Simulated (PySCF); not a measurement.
Gas-phase reaction: Ga₂H₆ + 4 I₂ = 2 GaI + 6 HI

Energies from PySCF, thermal terms from the rigid-rotor harmonic-oscillator model, ideal gas at 1 bar. † marks an energy on the PBE0/def2-TZVP geometry and frequencies. MP2 and CCSD(T) freeze the core. All species are closed-shell singlets. I: scalar-relativistic def2 core potential, no spin-orbit coupling. Ga: all electrons, no relativistic terms. Ga₂H₆: computed as isolated molecules; such fragments, hydroxides, amides, oligomers or adducts are transient or little studied in the gas. MP2 isn't extrapolated to the basis-set limit; its ΔH°(298 K) is -261.6 kJ in def2-SVP and -215.8 kJ in def2-TZVPP. CCSD(T) isn't extrapolated to the basis-set limit; its ΔH°(298 K) is -281.8 kJ in def2-SVP and -228.9 kJ in def2-TZVPP. The harmonic model lacks anharmonicity and excited electronic states, which grow with temperature; levels with a mode under 35 cm⁻¹ are left out.

```tsv
level	ΔE electronic, kJ	ΔH°(298 K), kJ	ΔS°(298 K), J/K	ΔG°(1400 K), kJ
BLYP/def2-TZVP†	-247	-263	421	-841
CCSD(T)/def2-SVP†	-266	-282	421	-859
M06-2X/def2-TZVP†	-179	-196	421	-773
MP2/def2-TZVPP†	-200	-216	421	-793
r2SCAN/def2-TZVP†	-151	-167	421	-745
ωB97M-V/def2-TZVP†	-189	-205	421	-783
ωB97X-V/def2-TZVP†	-157	-173	421	-751
```
ΔH° is lowest at CCSD(T)/def2-SVP† and highest at r2SCAN/def2-TZVP†. No reference value is set beside these.
